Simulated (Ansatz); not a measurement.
Computed with Ansatz on PBE0-D4/def2-TZVP structures; ΔE is electronic, products minus reactants. CBS: MP2 limit from def2 TZ/QZ plus the TZ coupled-cluster correction, frozen cores. This one scheme is used for every species. Functionals use def2-TZVPP. One conformer a species, not always the lowest.

`BN([SiH3])[SiH2]Cl` + `F[Si](S)(Cl)Cl` → `F[Si](Cl)(Cl)S[SiH2]Cl` + `BN[SiH3]`  (ligand exchange at the Si–N bond)

```tsv
species	PBE-D4 energy (Eh)
`BN([SiH3])[SiH2]Cl`	-1122.57059
`F[Si](S)(Cl)Cl`	-1708.05500
`F[Si](Cl)(Cl)S[SiH2]Cl`	-2458.12058
`BN[SiH3]`	-372.51398
```

Q: Work out ΔE.

A: ΔE = (-2458.12058) + (-372.51398) − (-1122.57059) − (-1708.05500) = -0.00897 Eh = -5.6 kcal/mol. CCSD(T)/CBS gives -2.7 kcal/mol.

Largest T1 diagnostic among the species: 0.012.

From PBE to PBE0 (25 % exact exchange), in def2-TZVPP and without D4, ΔE moves by +0.8 kcal/mol. In def2-TZVPP, CCSD(T) changes the Hartree–Fock value by −1.3 kcal/mol (the triples alone add −0.5 kcal/mol) and MP2 by −2.2 kcal/mol.
